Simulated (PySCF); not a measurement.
C₄H₆BNO, SMILES CC1=CB(C=N1)O. Atoms are numbered in the order given.

```xyz
13

C     -0.4330     2.5044     0.0000
C     -0.1809     1.0392     0.0000
C     -1.0619    -0.0011     0.0000
B     -0.1525    -1.2677     0.0000
O     -0.4161    -2.5990     0.0000
C      1.3309    -0.6235     0.0000
N      1.2498     0.6674     0.0000
H      0.0573     2.9679     0.8834
H     -1.5104     2.7517     0.0000
H      0.0573     2.9679    -0.8834
H     -2.1513     0.1430     0.0000
H     -1.3728    -2.7895     0.0000
H      2.3324    -1.0958     0.0000
```
Charge 0, spin multiplicity 1.

Geometry: PBE-D3(BJ)/def2-SVP. The structure was generated by enumeration, and PubChem lists no compound with its InChIKey, so it may never have been made. The values are those of a single conformer.

The numbers are results of r2SCAN/def2-TZVP (PySCF), not measurements.

Symmetry labels are those of the subgroup Cs that the program uses (full group Cs).

Computed valence orbital energies around the gap with their symmetry:
```json
[
 {"orbital": "HOMO−7", "symmetry": "A'", "energy (eV)": "-10.43"},
 {"orbital": "HOMO−6", "symmetry": "A\"", "energy (eV)": "-9.72"},
 {"orbital": "HOMO−5", "symmetry": "A'", "energy (eV)": "-9.66"},
 {"orbital": "HOMO−4", "symmetry": "A'", "energy (eV)": "-9.39"},
 {"orbital": "HOMO−3", "symmetry": "A\"", "energy (eV)": "-8.77"},
 {"orbital": "HOMO−2", "symmetry": "A'", "energy (eV)": "-8.02"},
 {"orbital": "HOMO−1", "symmetry": "A'", "energy (eV)": "-6.08"},
 {"orbital": "HOMO", "symmetry": "A\"", "energy (eV)": "-6.00"},
 {"orbital": "LUMO", "symmetry": "A\"", "energy (eV)": "-3.28"},
 {"orbital": "LUMO+1", "symmetry": "A\"", "energy (eV)": "0.42"},
 {"orbital": "LUMO+2", "symmetry": "A'", "energy (eV)": "0.60"},
 {"orbital": "LUMO+3", "symmetry": "A'", "energy (eV)": "1.54"}
]
```
